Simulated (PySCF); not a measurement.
An unknown gives this computed stick spectrum. The calculation used PySCF, TDDFT wB97X-D/def2-SVPD, vertical, gas phase, core orbitals frozen in the response. Geometries: GFN2-xTB, one conformer each.

| state | E (eV) | λ (nm) | f |
| --- | --- | --- | --- |
| S1 | 7.47 | 166.1 | 0.015 |
| S2 | 7.80 | 158.9 | 0.0044 |
| S3 | 7.99 | 155.2 | 0.0049 |
| S4 | 8.14 | 152.4 | 0.047 |
| S5 | 8.41 | 147.4 | 0.040 |
| S6 | 8.55 | 145.0 | 0.011 |
| S7 | 8.64 | 143.5 | 0.030 |
| S8 | 8.77 | 141.3 | 0.0086 |

Triplets computed (Tamm–Dancoff): 7.15, 7.38, 7.66 eV.

Orbital energies (eV): HOMO-3 -11.38, HOMO-2 -10.89, HOMO-1 -10.80, HOMO -10.10, LUMO 1.67, LUMO+1 2.08, LUMO+2 2.34.

Question: Which candidate is it? All have the formula C2H8O3SSi.
A. `OS(C[SiH2]C)(=O)=O`
B. `CS(=O)(=O)CO[SiH3]`
C. `CSC[Si](O)(O)O`
D. `C[SiH2]OS(C)(=O)=O`

Answer: B. Its S1 lies at 7.47 eV; the nearest of the others has S1 at 7.99 eV. S1 is HOMO→LUMO (49%), HOMO→LUMO+1 (33%). Löwdin shares by element: HOMO oxygen 49%, carbon 11% or more (atoms not listed hold the other 40%); LUMO sulfur 20%, silicon 16%, oxygen 9% or more, carbon 9% or more (atoms not listed hold the other 47%). At the same level the other candidates give, for their lowest levels:
- `C[SiH2]CS(=O)(=O)O`: 7.99 eV (f 0.005); 8.29 eV (f 0.006); 8.67 eV (f 0.042); 8.76 eV (f 0.061); 8.79 eV (f 0.004); T1 7.53 eV; HOMO -10.74, LUMO 1.55 eV
- `C[SiH2]OS(C)(=O)=O`: 8.07 eV (f 0.004); 8.44 eV (f 0.015); 8.57 eV (f 0.004); 8.84 eV (f 0.014); 8.98 eV (f 0.029); T1 7.76 eV; HOMO -10.61, LUMO 1.74 eV
- `CSC[Si](O)(O)O`: 5.41 eV (f 0.003); 5.94 eV (f 0.028); 6.43 eV (f 0.010); 6.83 eV (f 0.046); 7.27 eV (f 0.021); T1 5.00 eV; HOMO -8.14, LUMO 1.52 eV

Shape of the structure used: `[CH3:1][S:2](=[O:3])(=[O:4])[CH2:5][O:6][SiH3:7]`: C1–S2–C5–O6 66°, S2–C5–O6–Si7 41°.
